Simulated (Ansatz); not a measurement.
The first iterations of a band of C3H7F3Si (14 atoms, charge 0, multiplicity 1).

The calculation used Ansatz, RKS BHLYP/def2-SVP.

```
movable images  : 7
climbing image  : yes
spring          : 5.0 eV/Å²
optimiser       : quadratic models (default)
start path      : through a guess of the saddle point
force threshold : 0.05 eV/Å
iteration limit : 44
end points      : relaxed
```

Initial state:

```xyz
14
Properties=species:S:1:pos:R:3
C -0.193 -2.004 0.123
Si 0.578 -0.511 0.903
F 2.126 -0.399 0.437
C -0.271 1.091 0.297
C -0.096 1.477 -1.142
F -1.606 0.936 0.556
F 0.147 2.125 1.078
H -0.095 -1.977 -0.966
H -1.258 -2.049 0.371
H 0.281 -2.921 0.482
H 0.540 -0.531 2.375
H 0.962 1.630 -1.362
H -0.487 0.698 -1.799
H -0.642 2.405 -1.326
```

Final state:

```xyz
14
Properties=species:S:1:pos:R:3
C -0.369 -2.138 0.714
Si 0.662 -0.642 0.373
F 1.700 -0.936 -0.837
C -0.453 0.789 -0.226
C 0.207 2.014 -0.785
F -1.312 0.289 -1.161
F -1.228 1.148 0.843
H -0.946 -2.403 -0.176
H -1.072 -1.930 1.526
H 0.249 -2.993 1.001
H 1.456 -0.179 1.527
H 0.847 2.477 -0.032
H 0.812 1.749 -1.653
H -0.566 2.727 -1.085
```

| iteration | highest image above the first end (eV) | largest band force component (eV/Å) |
| --- | --- | --- |
| 1 | 0.601 | 3.278 |
| 2 | 0.114 | 1.221 |

Task: Does the band converge within its limit, and where does its top end?

Result: The run converged. It ended after 6 iterations with the highest image 0.038 eV above the first end. A vibrational analysis at the climbing image gives one clearly imaginary mode, 43i cm⁻¹: a first-order saddle point.

The run took 3.3 min on 2 threads of Arm Neoverse V2 (shared host), peak memory 0.39 GiB.
